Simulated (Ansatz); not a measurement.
C₄H₁₃GeNO (SMILES CC[O][Ge]([CH3])([CH3])[NH2]), singlet, geometry from GFN2-xTB; SC-NEVPT2/STO-3G, CASSCF(6,5) (Ansatz, a quantum-chemistry and plane-wave program).

Ansatz was given this input:
Ansatz 0.2 input:
```yaml
crystal:
  periodic: [false, false, false]
  atoms:
    - {symbol: C, position_ang: [2.47275168, -0.64624807, -1.24467583]}
    - {symbol: C, position_ang: [2.21650392, 0.53029161, -0.31379538]}
    - {symbol: O, position_ang: [0.87977495, 0.95793140, -0.31349756]}
    - {symbol: Ge, position_ang: [-0.57604291, 0.02509556, 0.19611996]}
    - {symbol: C, position_ang: [-1.21088534, -1.14483565, -1.28266166]}
    - {symbol: C, position_ang: [-0.20905406, -0.89406630, 1.92211673]}
    - {symbol: N, position_ang: [-1.85212671, 1.30022815, 0.46527280]}
    - {symbol: H, position_ang: [3.53501871, -0.87537263, -1.27352317]}
    - {symbol: H, position_ang: [2.13061879, -0.40563923, -2.24789577]}
    - {symbol: H, position_ang: [1.92937312, -1.52125523, -0.89216092]}
    - {symbol: H, position_ang: [2.53391568, 0.26584510, 0.70331737]}
    - {symbol: H, position_ang: [2.80512800, 1.39605566, -0.64023154]}
    - {symbol: H, position_ang: [-1.08137635, -0.64637741, -2.23856455]}
    - {symbol: H, position_ang: [-0.67093859, -2.08610459, -1.31040464]}
    - {symbol: H, position_ang: [-2.26517061, -1.35625957, -1.14139726]}
    - {symbol: H, position_ang: [0.19371377, -0.19088236, 2.64557719]}
    - {symbol: H, position_ang: [0.50580926, -1.70173124, 1.79268657]}
    - {symbol: H, position_ang: [-1.12900175, -1.30795833, 2.31902196]}
    - {symbol: H, position_ang: [-2.13987289, 1.78581056, -0.37368808]}
    - {symbol: H, position_ang: [-1.60305392, 2.00491389, 1.14659208]}
basis:
  gaussian:
    orbitals: STO-3G
magnetization: {spin_polarized: false}
correlation: {method: sc_nevpt2, electrons: all, active_space: {window: {electrons: 6, orbitals: 5}}}
```

**Question.** Predict the main parts of the log of this Ansatz run.

**Answer.** 
```
Functional definition: HF
793 factors; integrals over basis functions are off by at most 5.0e-5 eV
mean field evaluation 1: about -63579.3606 eV, gradient 2.7e1 eV
mean field evaluation 2: about -63579.6602 eV, gradient 2.7e1 eV
mean field evaluation 4: about -63582.3302 eV, gradient 1.9e0 eV
mean field evaluation 8: about -63582.3484 eV, gradient 3.6e-2 eV
mean field -63582.34837649 eV, -2336.6082051723 hartree, gradient 1.9e-6 eV, S^2 0.000000; 0 other end points of the search recorded, 0 dependent functions left out
reference -63582.34837649 eV, -2336.6082051723 hartree; 42, 42 occupied and 19, 19 virtual orbitals, 793 factors
state -63583.51269107 eV, -2336.6509929440 hartree
state -63583.51269107 eV, -2336.6509929440 hartree; corrected -63591.35872524 eV, -2336.9393293816 hartree
Total energy: -63591.35872524 eV, -2336.9393293816 hartree
```
